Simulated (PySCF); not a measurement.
What happened in this job?

A geometry optimisation on F8Ge4O4. The calculation used PBE0-D3(BJ)/def2-SVP geometry optimisation, gas phase (PySCF 2.14.0).

Driver input (Å, GFN2-xTB start):

```
{"job": {"xc": "PBE0", "basis": "def2-SVP", "d3": "d3bj", "grid": 1, "maxiter": 40, "shake": 0.03, "kind": "geom"}, "charge": 0, "multiplicity": 1}
Ge     1.7208     0.9202    -0.9854
F      2.8398     2.1563    -1.0276
F      1.6873     0.1299    -2.4715
O      0.2717     1.8117    -0.9230
Ge    -1.4334     1.6284    -0.3970
F     -1.5877     2.4183     1.1263
F     -2.3756     2.4609    -1.4531
O     -1.9664     0.0788    -0.2679
Ge    -1.5358    -1.5326     0.0139
F     -2.8233    -2.3668     0.6948
F     -1.2700    -2.2577    -1.5238
O     -0.1634    -1.7820     0.9745
Ge     1.2079    -1.0587     1.3941
F      1.0304    -0.2647     2.9026
F      2.3601    -2.3761     1.6906
O      2.0032     0.0003     0.3187
```

Output:

```
step   0  E = -9404.11923182  max force = 0.120673
step   1  E = -9404.16436766  max force = 0.012050
step   2  E = -9404.16542299  max force = 0.003926
step   3  E = -9404.16570140  max force = 0.001309
step   4  E = -9404.16578188  max force = 0.001590
step   5  E = -9404.16594438  max force = 0.002228
step   6  E = -9404.16602757  max force = 0.002114
step   7  E = -9404.16621748  max force = 0.002566
step   8  E = -9404.16632125  max force = 0.002140
step   9  E = -9404.16647616  max force = 0.001447
step  10  E = -9404.16588643  max force = 0.006355
step  11  E = -9404.16691246  max force = 0.005620
step  12  E = -9404.16732506  max force = 0.003181
step  13  E = -9404.16786889  max force = 0.002242
step  14  E = -9404.16813077  max force = 0.001925
step  15  E = -9404.16830269  max force = 0.001298
step  16  E = -9404.16844622  max force = 0.002235
step  17  E = -9404.16854219  max force = 0.001350
step  18  E = -9404.16863230  max force = 0.001014
step  19  E = -9404.16870167  max force = 0.000982
step  20  E = -9404.16877564  max force = 0.001601
step  21  E = -9404.16887243  max force = 0.001880
step  22  E = -9404.16898967  max force = 0.002426
step  23  E = -9404.16908038  max force = 0.002606
step  24  E = -9404.16912454  max force = 0.002129
step  25  E = -9404.16914867  max force = 0.001316
step  26  E = -9404.16918691  max force = 0.001074
step  27  E = -9404.16921890  max force = 0.000742
step  28  E = -9404.16922550  max force = 0.000905
step  29  E = -9404.16924356  max force = 0.001338
step  30  E = -9404.16924597  max force = 0.001454
step  31  E = -9404.16925599  max force = 0.001602
step  32  E = -9404.16928010  max force = 0.001998
step  33  E = -9404.16843822  max force = 0.005765
step  34  E = -9404.16904497  max force = 0.003856
step  35  E = -9404.16927360  max force = 0.002819
step  36  E = -9404.16942705  max force = 0.001992
step  37  E = -9404.16964882  max force = 0.001205
step  38  E = -9404.16982168  max force = 0.001439
step  39  E = -9404.16998400  max force = 0.001595
step  40  E = -9404.17006647  max force = 0.001719
optimisation not converged
```

Energies are in Eh and forces in Eh/bohr.

Task: Which diagnosis fits best?
A. step limit reached with the energy going up and down
B. step limit reached while the energy was still falling
C. step limit reached with the energy nearly constant

Result: B. After 41 gradient evaluations the largest force component was 0.00172 Eh/bohr against a threshold of 0.00045, and over the last 5 steps the energy changed by -0.498 kcal/mol in all, within a range of 0.498 kcal/mol, the last step by -0.052 kcal/mol. The energy rose in 2 of the 40 steps.

Task: What would you do next?

Result: Restart from the last geometry with more steps, and check at the end whether the bonding still matches the drawn structure.
